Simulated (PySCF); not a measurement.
TDDFT excited states: C2H2N2Si

Species: C2H2N2Si.
Geometry (PBE0-D3(BJ)/def2-SVP, Å), atoms numbered from 1 in this order:
```xyz
7
C2H2N2Si angstrom
N     -2.4260   -1.1915   -0.0159
C     -1.4847   -0.5151   -0.0124
Si    -0.0005    0.5894    0.0017
C      1.4896   -0.5070   -0.0237
N      2.4335   -1.1797   -0.0375
H      0.0017    1.3841    1.2529
H     -0.0070    1.4297   -1.2193
```

Computed with PySCF 2.14.0, density-fitted response routines, TDDFT CAM-B3LYP/def2-SVPD, vertical, gas phase, core orbitals frozen in the response.

```json
{"state": "S1", "E (eV)": "6.84", "E (hartree)": "0.2515", "f": "0.0013", "|μ| (D)": "0.22", "symmetry": "–", "main configurations (H = HOMO, L = LUMO)": "H→L (54%), H-3→L+2 (16%), H-2→L+1 (11%)"}
{"state": "S2", "E (eV)": "6.88", "E (hartree)": "0.2527", "f": "0.0000", "|μ| (D)": "0.00", "symmetry": "–", "main configurations (H = HOMO, L = LUMO)": "H-3→L (39%), H-1→L+1 (24%), H→L+2 (18%)"}
{"state": "S3", "E (eV)": "7.18", "E (hartree)": "0.2637", "f": "0.0000", "|μ| (D)": "0.00", "symmetry": "–", "main configurations (H = HOMO, L = LUMO)": "H-1→L+1 (47%), H-3→L (21%), H-2→L+4 (12%)"}
{"state": "S4", "E (eV)": "7.20", "E (hartree)": "0.2645", "f": "0.0020", "|μ| (D)": "0.27", "symmetry": "–", "main configurations (H = HOMO, L = LUMO)": "H-1→L (39%), H-3→L+1 (30%), H→L+4 (14%)"}
{"state": "S5", "E (eV)": "7.21", "E (hartree)": "0.2651", "f": "0.0060", "|μ| (D)": "0.47", "symmetry": "A1", "main configurations (H = HOMO, L = LUMO)": "H→L+1 (37%), H-2→L (29%), H-1→L+2 (12%)"}
{"state": "S6", "E (eV)": "7.30", "E (hartree)": "0.2683", "f": "0.0020", "|μ| (D)": "0.27", "symmetry": "–", "main configurations (H = HOMO, L = LUMO)": "H-2→L+1 (45%), H-1→L+4 (25%), H→L (14%)"}
{"state": "S7", "E (eV)": "8.02", "E (hartree)": "0.2946", "f": "0.0011", "|μ| (D)": "0.19", "symmetry": "–", "main configurations (H = HOMO, L = LUMO)": "H-4→L (53%), H-2→L+2 (18%), H-5→L+2 (10%)"}
{"state": "S8", "E (eV)": "8.13", "E (hartree)": "0.2988", "f": "0.0019", "|μ| (D)": "0.25", "symmetry": "–", "main configurations (H = HOMO, L = LUMO)": "H-5→L (44%), H-2→L (20%), H-4→L+2 (17%)"}
{"state": "S9", "E (eV)": "8.17", "E (hartree)": "0.3004", "f": "0.0000", "|μ| (D)": "0.00", "symmetry": "–", "main configurations (H = HOMO, L = LUMO)": "H-4→L+1 (62%), H-2→L+4 (14%), H-5→L+4 (12%)"}
{"state": "S10", "E (eV)": "8.24", "E (hartree)": "0.3028", "f": "0.0094", "|μ| (D)": "0.55", "symmetry": "B1 or B2", "main configurations (H = HOMO, L = LUMO)": "H-5→L+1 (47%), H-4→L+4 (19%), H-2→L+1 (16%)"}
```

Triplets (Tamm–Dancoff): T1 5.67 eV, H→L+1 (28%), H-2→L (22%), H-3→L+4 (18%); T2 5.67 eV, H-1→L (36%), H-3→L+1 (21%), H→L+4 (13%); T3 6.18 eV, H-3→L (32%), H-1→L+1 (27%), H→L+2 (15%); T4 6.18 eV, H→L (40%), H-2→L+1 (16%), H-3→L+2 (14%).

The lowest singlet comes at 181 nm (660 kJ/mol) in the vacuum ultraviolet; it is very weak; its leading configuration is HOMO→LUMO (54%). The strongest level in the table is S10 at 8.24 eV (150 nm, f = 0.0094). It is the last of those listed, so stronger ones may follow. Löwdin shares by element: HOMO nitrogen 38%, carbon 32% (atoms not listed hold the other 30%); LUMO carbon 35%, silicon 25%, nitrogen 16% or more (atoms not listed hold the other 24%). The oscillator strengths of these states sum to 0.024; summed over the whole spectrum of an exact calculation they would give the number of electrons, 42 (Thomas–Reiche–Kuhn). Weighted by f, the mean energy of these states is 7.72 eV. Of the 10 states listed, none reaches f = 0.01 and 3 stay under 0.0005. All these states lie below the vertical ionisation energy of 12.74 eV (ΔSCF). Symmetry labels in C2v follow from the direction of the transition dipole and are given only for states with f of 0.002 or more; B1 and B2 swap with the choice of axes. The window holds the lowest 10 singlets.
